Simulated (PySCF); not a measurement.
Open-shell species derived from `C[C@@]12C=C[C@@H]1C=C2Cl`. All by UKS B3LYP (pcH-1 on C Cl H) in PySCF, non-relativistic with spin–orbit coupling as a perturbation, on GFN2-xTB geometries; isolated species, one conformer each; SCF stability not tested; anions may not bind their extra electron in the gas phase. Couplings are magnitudes for isotopes of over 50 % abundance, averaged over nuclei equivalent by connectivity (but not across a short bond from an atom whose three angles sum to over 350°); populations are Mulliken's. A GFN2-xTB geometry isn't a minimum of the functional, and hyperfine couplings can be far from their values at a DFT geometry, by a factor of two or more for some ions and for spin on atoms past the first row.

| species | change | ⟨S²⟩ | g1 | g2 | g3 | largest spin population on | largest couplings |
| --- | --- | --- | --- | --- | --- | --- | --- |
| C[C@]12C=C[C]1C=C2Cl | H removed from sp3 C | 0.774 | 2.0021 | 2.0029 | 2.0051 | carbon bonded to 3 C (0.74) | 1 × 1H 10 MHz, 1 × 35Cl 8 MHz, 1 × 1H 6 MHz, 3 × 1H 2 MHz |
| C[C@@]12[CH-][CH][C@@H]1C=C2Cl (charge -1 and doublet state) | electron added | 0.756 | 2.0022 | 2.0034 | 2.0065 | carbon bonded to 2 C and H (0.32) | 1 × 35Cl 64 MHz, 1 × 1H 24 MHz, 1 × 1H 21 MHz, 1 × 1H 6 MHz |
| C[C@@]12C=[C][C@@H]1C=C2Cl | H removed from sp2 C | 0.757 | 2.0015 | 2.0020 | 2.0030 | carbon bonded to 2 C (0.89) | 1 × 1H 11 MHz, 3 × 1H 4 MHz, 1 × 1H 4 MHz, 1 × 35Cl 4 MHz |
| C[C@@]12[C]=C[C@@H]1C=C2Cl | H removed from sp2 C | 0.757 | 2.0013 | 2.0021 | 2.0034 | carbon bonded to 2 C (0.89) | 1 × 1H 14 MHz, 1 × 1H 11 MHz, 1 × 1H 11 MHz, 3 × 1H 3 MHz |

Q: Predict the same entries for `C[C@@]12[CH]C[C@@H]1C=C2Cl` [radical] (H added to sp2 C).

A: ⟨S²⟩: 0.754; g1: 2.0022; g2: 2.0030; g3: 2.0032; largest spin population on: carbon bonded to 2 C and H (0.99); largest couplings: 1 × 1H 115 MHz, 1 × 1H 85 MHz, 1 × 1H 53 MHz, 1 × 1H 2 MHz. Largest spin populations (Mulliken): C3 (+0.99), C4 (-0.09) and C2 (-0.06). C3 is the only atom above +0.15. The positive populations add up to 1.19 and the negative ones to -0.19, together 2S = 1. The angles at C3 add up to 357.0°, so it is nearly planar; its axial dipolar tensor and the negative coupling of its proton fit spin in a p orbital normal to that plane. (Numbering: [CH3:1][C@@:2]12[CH:3][CH2:4][C@@H:5]1[CH:6]=[C:7]2[Cl:8] (hydrogens: H9, H10, H11 on C1; H12 on C3; H13, H14 on C4; H15 on C5; H16 on C6).)

Q: How many first-order lines does each doublet give under fast tumbling, over what width, and where is its centre at 9.5 GHz?

A: 
```csv
species,lines,width (mT),centre (mT)
C[C@@]12[CH]C[C@@H]1C=C2Cl,16,9.1,338.90
C[C@]12C=C[C]1C=C2Cl,64,1.6,338.81
C[C@@]12[CH-][CH][C@@H]1C=C2Cl (charge -1 and doublet state),32,8.7,338.69
C[C@@]12C=[C][C@@H]1C=C2Cl,64,1.4,339.01
C[C@@]12[C]=C[C@@H]1C=C2Cl,32,1.6,338.99
```

Splittings under 0.05 mT aren't counted.

The drawing needn't show where the spin sits: the atom drawn as the radical centre holds a spin population of 0.15 in C[C@@]12[CH-][CH][C@@H]1C=C2Cl (charge -1 and doublet state).
